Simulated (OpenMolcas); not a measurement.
## I⁺: CASPT2 settings compared

* Program: OpenMolcas 26.06
* Basis: ANO-R3 [8s7p5d4f3g2h]
* Scalar Hamiltonian: X2C, finite nucleus
* Active space: 4 electrons in 3 orbitals (5p)
* State averaging: 2S+1 = 3 even, 3 roots; 2S+1 = 1 even, 6 roots kept (CI in the orbitals of an earlier block)
* Spin-orbit coupling: RASSI with atomic mean-field integrals over the reference wave functions, term energies averaged over their components

Methods on the same reference wave functions:
A. CASSCF
B. SS-CASPT2, IPEA 0.6 Eh, sigma2 regulariser 0.5 Eh (closed shells correlated: 4d 5s)
C. XMS-CASPT2, IPEA 0.1 Eh, sigma2 regulariser 0.05 Eh (closed shells correlated: 5s)
D. XMS-CASPT2, IPEA 0.2 Eh, imaginary shift 0.2 Eh (closed shells correlated: 5s)

Energies in cm⁻¹ above 5s² 5p⁴ ³P₂, the measured ground level; measured values from NIST Handbook of Basic Atomic Spectroscopic Data.

| Level | A | B | C | D | Measured |
| --- | --- | --- | --- | --- | --- |
| 5s² 5p⁴ ³P₂ | 0.0 | 0.0 | 0.0 | 0.0 | 0.0 |
| 5s² 5p⁴ ³P₁ | 6231 | 6450 | 6400 | 6420 | 7087 |
| 5s² 5p⁴ ³P₀ | 6594 | 6290 | 6300 | 6270 | 6448 |
| 5s² 5p⁴ ¹D₂ | 15536 | 13070 | 13480 | 13310 | 13727 |
| 5s² 5p⁴ ¹S₀ | 33340 | 28990 | 29360 | 28990 | 29501 |

Deviations, from unrounded energies. A percentage is the sum of absolute deviations over the sum of measured energies, with the sign that they share, or ± where signs differ.

```csv
Against measurement,Levels,A,B,C,D
mean absolute deviation (cm-1),4,1700,490,310,440
fine structure of the ground term (%),2,±7.4,-5.9,-6.1,-6.3
other terms of the ground configuration (%),2,+13.1,-2.7,-0.9,-2.1
```

C lies closest to measurement on these levels and A furthest from it. The largest miss of C in the table is 5s² 5p⁴ ³P₁, by -680 cm-1. The ranking rests on the paired levels alone, and a cruder setting can come out closer through cancelling errors.

Among B to D the level of the table that moves most is 5s² 5p⁴ ¹D₂, by 420 cm-1 (lowest in B, highest in C). Moves below CASPT2's spread within the term are not significant.

The mean deviations of B to D differ by less than CASPT2's widest spread within a term (620 cm-1), so their order carries little weight.

From A to B the spin-free energies of the other terms of 5s² 5p⁴ shown, above ³P, scale by factors of 0.74 to 0.81.

The lowest spin-free term lies below A's lowest term by 0.656 hartree in B, 0.117 hartree in C, 0.114 hartree in D.

CASPT2 does not keep the components of a term degenerate, so their means are used; among the terms shown or strongly mixed into the levels shown the widest spread is 620 cm-1 (5s² 5p⁴ ¹D, D). Terms from blocks run as CI alone lack orbitals of their own. With the s shell closed, the reference lacks s² → p² mixing. Measured partners are found by configuration, term and J. A level has none where our copy of the source lacks it or the pairing is in doubt (some pairs that miss far off the trend of their configuration count as doubtful), and it then counts in no deviation. Levels of configurations outside the active space are missing.
